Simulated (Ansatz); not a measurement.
Ansatz (a quantum-chemistry and plane-wave program) input (B3LYP/cc-pVDZ):

Ansatz 0.2 input:
```yaml
crystal:
  periodic: [false, false, false]
  atoms:
    - {symbol: F, position_ang: [-0.15853800, 2.26706000, 0.49717600]}
    - {symbol: C, position_ang: [-0.10937100, 0.92170100, 0.19772200]}
    - {symbol: C, position_ang: [-1.28298100, 0.17459900, -0.08649800]}
    - {symbol: C, position_ang: [-1.09178200, -1.17286600, -0.37248000]}
    - {symbol: S, position_ang: [0.63494300, -1.41090600, -0.25675600]}
    - {symbol: C, position_ang: [1.06261100, 0.22932800, 0.15621500]}
    - {symbol: H, position_ang: [-2.26063300, 0.64962500, -0.07506500]}
    - {symbol: H, position_ang: [2.05753600, 0.60475400, 0.33882600]}
basis:
  gaussian:
    orbitals: cc-pVDZ
hamiltonian:
  xc: {name: B3LYP}
total_charge: -1
output: {forces: true}
```

Output:

```
Functional definition: B3LYP
integrals: 0.05 GiB planned
936 factors; integrals over basis functions are off by at most 1.2e-3 eV
mean field: 0.39 GiB planned
mean field evaluation 1: about -17726.0346 eV, gradient 4.8e1 eV
mean field evaluation 2: about -17714.8764 eV, gradient 8.0e1 eV
mean field evaluation 4: about -17731.6212 eV, gradient 8.9e0 eV
mean field evaluation 8: about -17732.0380 eV, gradient 7.6e-1 eV
mean field evaluation 16: about -17732.0393 eV, gradient 4.7e-4 eV
mean field -17732.03926741 eV, -651.6404238694 hartree, gradient 1.7e-5 eV, S^2 0.000000; 0 other end points of the search recorded, 0 dependent functions left out
the calculation of the forces begins
reference -17732.03946070 eV, -651.6404309728 hartree; 26, 26 occupied and 72, 72 virtual orbitals, 936 factors
Total energy: -17732.03946070 eV, -651.6404309728 hartree
Atom 0 at    -0.158538     2.267060     0.497176 Å, force     0.003350     0.121914     0.027902 eV/Å
Atom 1 at    -0.109371     0.921701     0.197722 Å, force    -0.120146     0.453554     0.090783 eV/Å
Atom 2 at    -1.282981     0.174599    -0.086498 Å, force     0.135783    -0.060934    -0.000448 eV/Å
Atom 3 at    -1.091782    -1.172866    -0.372480 Å, force    -0.656182    -0.402053    -0.155369 eV/Å
Atom 4 at     0.634943    -1.410906    -0.256756 Å, force     0.446699    -0.502366    -0.069755 eV/Å
Atom 5 at     1.062611     0.229328     0.156215 Å, force     0.166257     0.031731     0.023503 eV/Å
Atom 6 at    -2.260633     0.649625    -0.075065 Å, force    -0.347028     0.185892     0.007966 eV/Å
Atom 7 at     2.057536     0.604754     0.338826 Å, force     0.371267     0.172262     0.075419 eV/Å
Dipole moment:     0.546589     0.590281     0.187179 e Å
```

The dipole moment of an ion depends on the origin.

The geometry given is a B3LYP-D3(BJ)/def2-TZVP minimum.
